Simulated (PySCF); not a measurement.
Mapped SMILES: `[F:1][C@@H:2]1[SiH2:3][CH2:4][SiH2:5][CH2:6][Si@H:7]1[PH2:8]`. Each H is labelled by its parent atom. Ha(Si3), Ha(C4), Ha(Si5), Ha(C6) are cis to F1 on the ring; Hb(Si3), Hb(C4), Hb(Si5), Hb(C6) are trans to F1 on the ring.

Isolated molecule, one conformer, relativity neglected, equivalent nuclei averaged. Shielding tensors at PBE0/pcSseg-1 (GIAO); structure optimised with GFN2-xTB; PySCF 2.14.0 with density-fitted response routines.

References, each an isolated molecule treated in the same way: $^{13}$C (186.93 ppm), $^{1}$H (31.72 ppm), $^{29}$Si (349.16 ppm) against TMS; $^{19}$F (170.95 ppm) against CFCl3; $^{31}$P (318.38 ppm) vs H3PO4.

```tsv
atoms	nucleus	count	Hirshfeld charge	δ (ppm)
Hb(C6)	$^{1}$H	1	0.04	-0.11
C4	$^{13}$C	1	-0.25	-9.5
H(P8)	$^{1}$H	2	-0.01	?
C2	$^{13}$C	1	-0.12	83.0
C6	$^{13}$C	1	-0.25	?
Si3	$^{29}$Si	1	0.33	-43.9
Si7	$^{29}$Si	1	0.30	-17.6
Si5	$^{29}$Si	1	0.34	-44.6
Ha(C6)	$^{1}$H	1	0.04	?
Hb(C4)	$^{1}$H	1	0.04	?
Hb(Si5)	$^{1}$H	1	-0.08	4.63
F1	$^{19}$F	1	-0.13	-301.4
Ha(C4)	$^{1}$H	1	0.04	-0.19
Ha(Si5)	$^{1}$H	1	-0.08	4.33
Hb(Si3)	$^{1}$H	1	-0.08	4.79
P8	$^{31}$P	1	-0.03	-299.9
H(Si7)	$^{1}$H	1	-0.08	?
Ha(Si3)	$^{1}$H	1	-0.07	4.43
H(C2)	$^{1}$H	1	0.04	?
```

Task: Fill in the missing shifts.

Result: 
- C6: -4.0 ppm, sp3 CH2 bonded to 2 Si; an electropositive neighbour leaves it electron-rich and shielded
- H(Si7): 5.16 ppm, hydrogen on a silicon bonded to 2 C, P, in a 6-membered ring
- H(C2): 4.95 ppm, hydrogen on an sp3 CH bonded to F and 2 Si; its carbon carries F, which withdraws density
- H(P8): 1.36 ppm, hydrogen on a phosphorus bonded to Si
- Ha(C6): -0.08 ppm, hydrogen on an sp3 CH2 bonded to 2 Si; an electropositive neighbour shields it, as in TMS itself
- Hb(C4): -0.20 ppm, hydrogen on an sp3 CH2 bonded to 2 Si; an electropositive neighbour shields it, as in TMS itself

Shifts are as computed. Against solution values, carbons near 30 ppm lie about +3 ppm off and those near 130 ppm about +5 ppm. Of 1211 compounds with measured shifts, 218 miss one by over three times the rms of a fit or turn the order of signals round; such compounds aren't used in these exercises. Unscaled 19F shifts against computed CFCl3 carry errors that often reach 10 to 50 ppm. Experimental scales use liquid or dissolved standards, which lie at an offset from isolated H3PO4.
